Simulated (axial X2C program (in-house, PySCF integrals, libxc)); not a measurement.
Density and ELF of AsTe

Calculated with an in-house relativistic program for diatomic molecules. Two-component (2c) means X2C with spin–orbit coupling and atomic mean-field two-electron Coulomb and Gaunt terms. Basis: Te dyall-cv3z [11s12p8d4f1g], As dyall-cv3z [9s9p6d4f1g] (cores contracted in-house); Gaussian nuclei, density fitting, unrestricted open shells. Masses: Te 129.906 u, As 74.922 u.

PBE0, two-component, state Ω = 1/2 (⟨Sz⟩ = -0.50, ⟨Lz⟩ = 1.00 at PBE0); Te at z = 0, As at z = 2.352 Å.

The maps cover the half plane through the axis: z from -2.4 to 4.2 Å along the bond, ρ from 0.15 to 2.25 Å away from it.

log10 of the density in e/bohr³:

```
 ρ\z  -2.4  -1.8  -1.2  -0.6   0.0   0.6   1.2   1.8   2.4   3.0   3.6   4.2
0.15  -3.1  -2.2  -1.3  -0.2   1.8  -0.2  -1.0  -0.3   1.3  -0.6  -1.5  -2.4
0.45  -3.2  -2.3  -1.4  -0.6   0.4  -0.6  -1.1  -0.8   0.2  -0.9  -1.6  -2.5
0.75  -3.3  -2.4  -1.6  -1.0  -0.6  -1.0  -1.3  -1.1  -0.8  -1.2  -1.8  -2.6
1.05  -3.4  -2.6  -1.9  -1.3  -1.1  -1.3  -1.5  -1.4  -1.3  -1.5  -2.1  -2.8
1.35  -3.6  -2.8  -2.2  -1.7  -1.5  -1.6  -1.8  -1.8  -1.7  -1.9  -2.4  -3.1
1.65  -3.8  -3.1  -2.5  -2.1  -1.9  -2.0  -2.2  -2.1  -2.1  -2.3  -2.7  -3.3
1.95  -4.0  -3.4  -2.8  -2.5  -2.3  -2.4  -2.5  -2.5  -2.5  -2.7  -3.1  -3.6
2.25  -4.3  -3.7  -3.2  -2.8  -2.7  -2.8  -2.9  -2.9  -2.9  -3.1  -3.4  -3.9
```

Electron localisation function (collinear form, no current term, damped to 0 at low density):

```
 ρ\z  -2.4  -1.8  -1.2  -0.6   0.0   0.6   1.2   1.8   2.4   3.0   3.6   4.2
0.15  0.09  0.53  0.68  0.48  0.77  0.47  0.67  0.24  0.23  0.20  0.82  0.53
0.45  0.08  0.51  0.72  0.29  0.76  0.25  0.68  0.16  0.56  0.31  0.83  0.49
0.75  0.06  0.46  0.75  0.40  0.28  0.31  0.66  0.41  0.22  0.68  0.80  0.42
1.05  0.04  0.38  0.74  0.72  0.49  0.59  0.59  0.60  0.66  0.83  0.74  0.31
1.35  0.02  0.27  0.66  0.79  0.75  0.66  0.49  0.55  0.74  0.79  0.61  0.19
1.65  0.01  0.15  0.52  0.72  0.73  0.57  0.35  0.41  0.61  0.64  0.42  0.08
1.95  0.00  0.06  0.33  0.56  0.59  0.42  0.21  0.26  0.41  0.41  0.21  0.02
2.25  0.00  0.01  0.14  0.34  0.38  0.24  0.10  0.12  0.20  0.19  0.06  0.00
```

Axial spin density in 10⁻³ e/bohr³:

```
 ρ\z  -2.4  -1.8  -1.2  -0.6   0.0  0.6  1.2    1.8    2.4   3.0   3.6   4.2
0.15   0.0   0.2   0.8   0.3  -2.8  0.2  0.8   -1.3  -25.9   1.1   1.0   0.1
0.45   0.0   0.1   0.3   0.0   0.4  0.8  0.5   -7.5   -0.7  -5.2  -0.2   0.0
0.75   0.0   0.0  -0.2  -1.7  -2.1  1.4  0.2  -10.8  -20.2  -9.3  -1.2  -0.1
1.05   0.0  -0.1  -0.5  -2.0  -2.0  1.3  0.1   -7.7  -15.1  -7.4  -1.4  -0.2
1.35   0.0  -0.1  -0.4  -1.2  -1.0  0.8  0.1   -3.9   -7.4  -4.2  -1.0  -0.2
1.65   0.0  -0.1  -0.3  -0.6  -0.3  0.4  0.1   -1.7   -3.1  -2.0  -0.6  -0.1
1.95   0.0   0.0  -0.1  -0.2  -0.1  0.2  0.1   -0.7   -1.2  -0.9  -0.3  -0.1
2.25   0.0   0.0  -0.1  -0.1   0.0  0.1  0.0   -0.2   -0.5  -0.4  -0.2  -0.1
```

The state is one determinant whose occupation by symmetry is held fixed; it was picked as the lowest of a PBE0 search that is not exhaustive. Density functionals use the spin component along the axis (collinear). The functionals have no current-density term, which raises determinants with orbital currents, atoms included. The determinant is spin-polarised beyond a pure state at some levels (its spin-free form has ⟨S²⟩ too high), which makes Re and μ there less reliable.
